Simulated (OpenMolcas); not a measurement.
Lines of V: computed and rescaled rates

- Program: OpenMolcas
- Method: MS-CASPT2, IPEA 0.25 Eh, imaginary shift 0.1 Eh (closed shells correlated: 3s 3p)
- Basis: ANO-RCC-VTZP [6s5p3d2f1g]
- Scalar Hamiltonian: DKH2, point nucleus
- Active space: 5 electrons in 11 orbitals (3d 4s 4d)
- State averaging: 2S+1 = 4 even, 50 roots (45 in the spin-orbit step); 2S+1 = 6 even, 6 roots kept (CI in the orbitals of an earlier block); 2S+1 = 2 even, 28 roots kept (CI in the orbitals of an earlier block)
- Spin-orbit coupling: state interaction with AMFI integrals over the reference wave functions, term energies averaged over their components

Rates come from the transition moments of the reference wave functions (E1 and E2 in the length form). At fixed line strength A goes as λ^-3 for E1 and M1 and as λ^-5 for E2, so a rate at the computed wavelength can be rescaled to the measured one. Measured vacuum wavelengths follow from level energies in NIST Handbook of Basic Atomic Spectroscopic Data. Branching counts decays inside the model space alone, at computed energies, and the table is only a selection of the E2 and M1 lines, drawn from those between levels with measured partners whose computed energy lies within a factor of 1.5 of the measured one.

| Upper | Lower | Type | λ computed (nm) | λ measured (nm) | A computed (s-1) | A rescaled (s-1) | Branching % |
| --- | --- | --- | --- | --- | --- | --- | --- |
| 3d4 4s 4D 7/2 | 3d3 4s2 4F 9/2 | E2 | 1409 | 1225 | 2.64e-02 | 5.31e-02 | 63.9 |
| 3d4 4s 4D 1/2 | 3d3 4s2 4F 5/2 | E2 | 1382 | 1208 | 2.50e-02 | 4.90e-02 | 56.4 |
| 3d4 4s 4D 3/2 | 3d3 4s2 4F 3/2 | E2 | 1341 | 1180 | 1.96e-02 | 3.72e-02 | 44.9 |
| 3d4 4s 4D 1/2 | 3d3 4s2 4F 3/2 | E2 | 1353 | 1189 | 1.86e-02 | 3.55e-02 | 42.1 |
| 3d4 4s 4D 5/2 | 3d3 4s2 4F 5/2 | E2 | 1348 | 1185 | 1.65e-02 | 3.14e-02 | 38.5 |
| 3d4 4s 4D 3/2 | 3d3 4s2 4F 7/2 | E2 | 1410 | 1227 | 1.60e-02 | 3.21e-02 | 36.6 |
| 3d4 4s 4D 5/2 | 3d3 4s2 4F 7/2 | E2 | 1388 | 1211 | 1.33e-02 | 2.63e-02 | 31.0 |
| 3d4 4s 4D 7/2 | 3d3 4s2 4F 7/2 | E2 | 1358 | 1192 | 1.18e-02 | 2.26e-02 | 28.5 |
| 3d4 4s 4D 5/2 | 3d3 4s2 4F 9/2 | E2 | 1441 | 1246 | 8.48e-03 | 1.75e-02 | 19.8 |
| 3d4 4s 4D 3/2 | 3d3 4s2 4F 5/2 | E2 | 1369 | 1199 | 7.48e-03 | 1.45e-02 | 17.1 |
| 3d3 4s2 4P 1/2 | 3d4 4s 6D 3/2 | M1 | 1420 | 1353 | 6.21e-04 |  | 60.7 |
| 3d3 4s2 4P 3/2 | 3d4 4s 6D 5/2 | M1 | 1417 | 1348 | 5.54e-04 |  | 57.5 |
| 3d3 4s2 4F 9/2 | 3d3 4s2 4F 7/2 | M1 | 37780 | 43570 | 5.03e-04 | 3.28e-04 | 100.0 |
| 3d3 4s2 4F 7/2 | 3d3 4s2 4F 5/2 | M1 | 47320 | 53740 | 4.11e-04 | 2.81e-04 | 100.0 |
| 3d3 4s2 4P 5/2 | 3d4 4s 6D 7/2 | M1 | 1402 | 1331 | 3.47e-04 |  | 45.9 |
| 3d3 4s2 4P 1/2 | 3d3 4s2 4F 3/2 | E2 | 1262 | 1048 | 2.21e-04 | 5.60e-04 | 21.6 |
| 3d3 4s2 4F 5/2 | 3d3 4s2 4F 3/2 | M1 | 64990 | 72790 | 1.58e-04 | 1.12e-04 | 100.0 |
| 3d3 4s2 4P 5/2 | 3d3 4s2 4F 7/2 | E2 | 1277 | 1053 | 1.31e-04 | 3.44e-04 | 17.3 |
| 3d4 4s 6D 9/2 | 3d4 4s 6D 7/2 | M1 | 76650 | 88170 | 6.68e-05 | 4.39e-05 | 98.4 |
| 3d4 4s 6D 7/2 | 3d4 4s 6D 5/2 | M1 | 96130 | 109600 | 5.88e-05 | 3.97e-05 | 98.7 |
| 3d4 4s 6D 5/2 | 3d4 4s 6D 3/2 | M1 | 132000 | 149500 | 2.82e-05 | 1.94e-05 | 98.3 |

Spin-changing lines and M1 lines between different terms are not rescaled, since their strength hangs on the term gaps too.

The largest correction is for 3d3 4s2 4P 5/2 → 3d3 4s2 4F 7/2 (E2): 1.31e-04 × (1277 / 1053)^5 = 3.44e-04 s-1, a factor of 2.62.

No measured rate stands beside these. Rescaling mends the energy factor alone: line strengths can still be far off where a level mixes with configurations outside the active space, and weak or spin-changing lines hang on small mixing coefficients that depend on the term gaps too, so rescaling need not improve them.

CASPT2 breaks the degeneracy within a term, and the mean is taken; among the terms shown or strongly mixed into the levels shown the widest spread is 1700 cm-1 (3d3 4s2 4F). Some high roots are left out of the spin-orbit mixing, which shifts the levels that they would mix with. Terms from blocks run as CI alone lack orbitals of their own. Active for correlation alone: 4d; no level in the range computed is led by a configuration that fills it, so any true level of that kind is missing. The CASPT2 spread within a term exceeds the gap to the next term for 3d3 4s2 4F and 3d4 4s 6D, so the order of their levels is uncertain, and so are names and mixing where such terms share a J. Some terms miss by over 15 % even with CASPT2, which points to a basis or an active space too small for the shells correlated. Measured partners are found by configuration, term and J. A level has none where our copy of the source lacks it or the pairing is in doubt (some pairs that miss far off the trend of their configuration count as doubtful). Only configurations of the active space appear.
